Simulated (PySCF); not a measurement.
CH5NOPb, SMILES [NH2][Pb][O]C (connectivity only; charge and spin as stated), neutral, multiplicity 1.

Geometry optimised at r2SCAN-D4/def2-SVP. The structure was generated by enumeration; whether it is a known compound was not checked. The def2 effective core potentials stand for the cores of Pb; spin–orbit coupling is left out. One conformer was computed; it need not be the lowest.

All values below come from PBE/def2-TZVP (PySCF).

Isolated molecule, no solvent.

Computed frontier levels, gap, dipole moment and polarisability:
```json
{
 "highest_occupied_level": "-5.43 eV",
 "lowest_empty_level": "-2.35 eV",
 "orbital_gap": "3.08 eV",
 "dipole_moment": "2.23 D",
 "quadrupole, principal values (traceless, Buckingham form, about the centre of nuclear charge)": "-3.18, -0.57, 3.75 D·Å",
 "mean_static_polarisability": "70.6 bohr³ (10.46 Å³)",
 "polarisability_principal_values": "49.4, 75.2, 87.2 bohr³"
}
```
